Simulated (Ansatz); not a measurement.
Species: CH₄NO, SMILES `[O+](=C\N)/[H]` with one electron removed (charge 2, multiplicity 2), formula CH₄NO.

How many basis functions does frozen-core CCSD(T)/cc-pVTZ // B3LYP-D3(BJ)/def2-TZVP (Ansatz, a first-principles code) use, how many core orbitals are frozen, and how many electrons are correlated?

146 basis functions and 3 frozen orbitals, which leaves 17 correlated electrons. Core time is of the order of minutes.
